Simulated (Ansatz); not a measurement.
System: CBrF₂, net charge 0, doublet state. It need not be the lowest isomer of its formula. SMILES: F[C](F)Br
Geometry: optimised at B3LYP-D3(BJ)/def2-TZVP (Ansatz, a quantum-chemistry and plane-wave program).

Property: vertical electron affinity (to the singlet state of charge -1; a negative value means that the extra electron is unbound and the number depends on the basis; each state is the SCF solution reached for its spin), in eV. Cores are frozen in the correlated levels unless marked. Open shells are spin-unrestricted. Spin-orbit coupling is left out. The frozen core is the preceding noble-gas configuration, with the filled d and f shells of earlier blocks. No relativistic terms. Anions need diffuse functions: aug- sets have them; def2-D sets add few. CBS marks a two-point X^-3 extrapolation of the correlation energy; Hartree-Fock from the larger set. [CCSD(T)-MP2]/basis is that difference in the basis named.

```tsv
level	program	vertical electron affinity (eV)
SVWN5/def2-TZVPD	Ansatz	?
PBE/def2-TZVPD	Ansatz	0.77
r2SCAN/def2-TZVPD	Ansatz	0.58
B3LYP/def2-TZVPD	Ansatz	0.85
PBE0/def2-TZVPD	Ansatz	0.68
BHLYP/def2-TZVPD	Ansatz	0.64
CAM-B3LYP/def2-TZVPD	Ansatz	?
wB97M-V/def2-TZVPD	Ansatz	0.83
wB97X-V/def2-TZVPD	Ansatz	?
wB97X/def2-TZVPD	Ansatz	0.68
B2PLYP/def2-TZVPD	Ansatz	0.74
SCS-MP2/aug-cc-pVDZ	Ansatz	0.60
CCSD/aug-cc-pVDZ	Ansatz	0.58
RI-MP2/CBS(aug-cc-pVTZ,aug-cc-pVQZ)+[CCSD(T)-MP2]/aug-cc-pVDZ	Ansatz	?
```

What belongs in the gaps?


- SVWN5/def2-TZVPD, vertical electron affinity (eV): 1.02
- CAM-B3LYP/def2-TZVPD, vertical electron affinity (eV): 0.81
- wB97X-V/def2-TZVPD, vertical electron affinity (eV): 0.70
- RI-MP2/CBS(aug-cc-pVTZ,aug-cc-pVQZ)+[CCSD(T)-MP2]/aug-cc-pVDZ, vertical electron affinity (eV): 0.95
